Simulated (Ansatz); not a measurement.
Molecule: C$_{2}$H$_{8}$AlN, net charge 0, singlet state. 
Structure (B3LYP-D3(BJ)/def2-TZVP (Ansatz, a first-principles code) minimum search):
```
Al
N 1 1.7776
H 2 1.0083 1 125.04
H 2 1.0083 3 109.91 1 180.00
C 1 1.9574 2 118.40 3 0.05
H 5 1.0924 1 112.70 2 -0.61
H 5 1.0943 6 107.53 1 122.96
H 5 1.0944 6 107.50 7 114.15
C 1 1.9574 2 118.40 3 -179.95
H 9 1.0924 1 112.70 2 -0.61
H 9 1.0943 10 107.53 1 122.96
H 9 1.0944 10 107.50 11 114.15
```

Wanted: vertical triplet-singlet gap (E(triplet) - E(singlet); each state is the SCF solution reached for its spin), in eV. Cores are frozen in the correlated levels unless marked. UHF or UKS for open shells. Spin-orbit coupling is left out. Non-relativistic. CBS(X,Y): correlation extrapolated as X^-3; Hartree-Fock from the larger set. [CCSD(T)-MP2]/basis is that difference in the basis named.

RI-MP2/CBS(aug-cc-pV(T+d)Z,aug-cc-pV(Q+d)Z)+[CCSD(T)-MP2]/aug-cc-pV(T+d)Z (Ansatz) gives 5.76 eV.

Question: Another calculation gave 5.47 eV. Which level was it?
(A) r2SCAN/def2-TZVPD (Ansatz)
(B) wB97M-V/def2-TZVPD (Ansatz)
(C) SVWN5/def2-TZVPD (Ansatz)
(D) CAM-B3LYP/def2-TZVPD (Ansatz)

Answer: A, r2SCAN/def2-TZVPD (Ansatz). The others give 5.32 (SVWN5), 5.71 (CAM-B3LYP), 5.85 (wB97M-V) eV.
